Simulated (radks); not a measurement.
Results of a calculation; reference values are marked as such.
Si IV, 11 electrons, occupied as [Ne] 3s1. Level of theory: scalar-relativistic Kohn-Sham, exchange-only LDA, spin-polarised, spherical densities, finite nucleus; open shells are filled with parallel spins first; Fermi nuclear charge, rms radius 3.1224 fm (a radial shooting solver on a logarithmic mesh with Libxc functionals).

Radial electron density D(r) = 4 pi r^2 rho(r):

r (bohr)  D(r) (e/bohr)  spin D(r)
0.009362          1.520    0.00587
0.01056           1.867    0.00720
0.0119            2.283    0.00879
0.01342           2.779     0.0107
0.01513           3.363     0.0129
0.01706           4.047     0.0154
0.01923           4.836     0.0184
0.02169           5.735     0.0217
0.02426           6.672     0.0250
0.02735           7.774     0.0289
0.03083           8.960     0.0329
0.03477           10.20     0.0369
0.0392            11.46     0.0406
0.0442            12.68     0.0436
0.04983           13.80     0.0457
0.05618           14.73     0.0463
0.06335           15.41     0.0450
0.07142           15.75     0.0415
0.08053           15.71     0.0356
0.0908            15.28     0.0274
0.1024            14.49     0.0176
0.1154            13.42    0.00735
0.1301            12.22   -0.00153
0.1467            11.08   -0.00676
0.1654            10.19   -0.00583
0.1865            9.717    0.00343
0.2103            9.770     0.0221
0.2371            10.34     0.0495
0.2674            11.31     0.0822
0.3015            12.46      0.115
0.3399            13.48      0.139
0.3832            14.10      0.147
0.4321            14.08      0.135
0.4872            13.33      0.102
0.5493            11.89     0.0574
0.6193            9.957     0.0153
0.6983            7.796   -0.00425
0.7873            5.699     0.0175
0.8877            3.907     0.0916
1.001             2.559      0.215
1.119             1.720      0.359
1.262             1.198      0.513
1.423            0.9361      0.630
1.605            0.7996      0.680
1.809            0.6886      0.648
2.04             0.5569      0.545
2.3              0.4051      0.402
2.593            0.2586      0.258
2.924            0.1423      0.142
3.297           0.06640     0.0664
3.717           0.02587     0.0259
4.191          0.008261    0.00826
4.725          0.002118    0.00212
5.327         0.0004261   0.000426

D(r) has 2 maxima, at r = 0.0749, 0.405 bohr, and minima at 0.196 bohr, inside which lie 2.20 electrons.
